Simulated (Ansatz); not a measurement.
Results of the Gaussian-basis code of Ansatz.

Basis-set series for CH₅BSSeSi (`BC(=[Se])[SiH2]S`). The species carries charge 0 and has multiplicity 1. All single points use the PBE0-D4/def2-TZVP geometry. It is one conformer, not always the lowest.

```tsv
functional	basis	functions	energy (Eh)	HOMO (eV)	LUMO (eV)
PBE0-D4	def2-TZVPP	264	-3154.60880	-7.11	-3.40
PBE0-D4	def2-QZVPP	493	-3154.68484	-7.12	-3.41
ωB97M-V	def2-TZVPP	264	-3155.01567	-9.19	-1.37
ωB97M-V	def2-QZVPP	493	-3155.08842	-9.20	-1.39
```

(1) Give the rows for def2-SVP. (Estimate.)

Answers

(1) The calculation gave: 
```tsv
functional	basis	functions	energy (Eh)	HOMO (eV)	LUMO (eV)
PBE0-D4	def2-SVP	121	-3154.00257	-7.08	-3.34
ωB97M-V	def2-SVP	121	-3154.40647	-9.13	-1.26
```

Scalar relativity is left out up to krypton.
